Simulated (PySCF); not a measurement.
A PySCF script (with the pyscf-properties extension) for the NMR shieldings of `[SiH3][SiH2][SiH2][SiH3]`, H10Si4, on a GFN2-xTB geometry:

```python
import basis_set_exchange as bse
import numpy as np
from pyscf import gto, dft
from pyscf.prop import nmr

atoms = """
Si    2.150007    0.994565    0.885695
Si    1.275925   -0.869554   -0.168781
Si   -0.997749   -1.216008    0.182253
Si   -2.356840    0.549488   -0.435983
H     3.575427    1.224877    0.641595
H     1.989188    0.918589    2.340540
H     1.456399    2.212576    0.456125
H     1.513297   -0.759772   -1.619076
H     2.059478   -2.060354    0.200079
H    -1.209761   -1.513379    1.609916
H    -1.455067   -2.449761   -0.478363
H    -1.987035    1.771467    0.283796
H    -2.229649    0.855992   -1.863228
H    -3.784299    0.340801   -0.186166
"""
names = dict.fromkeys(["Si", "H"], "pcSseg-1")
basis = {el: gto.basis.parse(bse.get_basis(n, elements=[el], fmt="nwchem")) for el, n in names.items()}
mol = gto.M(atom=atoms, basis=basis, charge=0, verbose=0)
mf = dft.RKS(mol, xc="PBE0")
mf.grids.level = 2
mf.grids.alignment = dft.numint.BLKSIZE   # the property module wants whole blocks of grid points
mf.conv_tol = 1e-9
mf.kernel()

calc = nmr.RKS(mf)   # GIAO
C = mf.mo_coeff
Co = C[:, mf.mo_occ > 0]
resp = mf.gen_response(singlet=True, hermi=2)
def vind(x):   # induced exchange potential for any number of trial vectors
    d = np.einsum("pi,xij,qj->xpq", C, 2 * x.reshape(-1, C.shape[1], Co.shape[1]), Co, optimize=True)
    return np.einsum("xpq,pi,qj->xij", resp(d - d.transpose(0, 2, 1)), C, Co, optimize=True).ravel()
mo1, _ = nmr.rhf.solve_mo1(calc, with_cphf=vind)
sigma = calc.kernel(mo1)
for i, s in enumerate(sigma):   # ppm
    w = np.linalg.eigvalsh((s + s.T) / 2)
    print("%2d %-2s iso %8.1f  s11 %8.1f  s22 %8.1f  s33 %8.1f" % (i, mol.atom_pure_symbol(i), w.mean(), *w))
```

Question: Give the expected output.

Answer: 
```
 0 Si iso    466.2  s11    453.2  s22    466.1  s33    479.3
 1 Si iso    476.8  s11    465.0  s22    475.8  s33    489.5
 2 Si iso    476.8  s11    465.1  s22    475.9  s33    489.5
 3 Si iso    466.3  s11    453.3  s22    466.2  s33    479.4
 4 H  iso     28.1  s11     24.6  s22     25.4  s33     34.4
 5 H  iso     28.3  s11     24.8  s22     26.3  s33     33.7
 6 H  iso     28.2  s11     24.3  s22     27.1  s33     33.3
 7 H  iso     28.3  s11     24.7  s22     26.0  s33     34.1
 8 H  iso     28.1  s11     24.1  s22     25.7  s33     34.5
 9 H  iso     28.3  s11     24.7  s22     26.0  s33     34.1
10 H  iso     28.1  s11     24.1  s22     25.7  s33     34.5
11 H  iso     28.3  s11     24.3  s22     27.1  s33     33.3
12 H  iso     28.3  s11     24.8  s22     26.3  s33     33.7
13 H  iso     28.1  s11     24.6  s22     25.4  s33     34.5
```

These numbers come from an equivalent density-fitted implementation of the same equations, which agrees with the script to about 0.01 ppm for H and up to a few tenths of a ppm for heavy atoms, so last digits may differ.

Question: Turn these shieldings into chemical shifts. Referencing at the same level of theory: ²⁹Si (σ = 349.16 ppm), ¹H (σ = 31.72 ppm) vs TMS.

Answer: Averaging equivalent atoms: Si 0/3: -117.1; Si 1/2: -127.6; H 7/8/9/10: 3.51; H 4/5/6/11/12/13: 3.50 ppm. 

Size and cost of the density-fitted run: 146 basis functions, 11 s wall time on 1 thread of an Arm Neoverse V2, shared host.
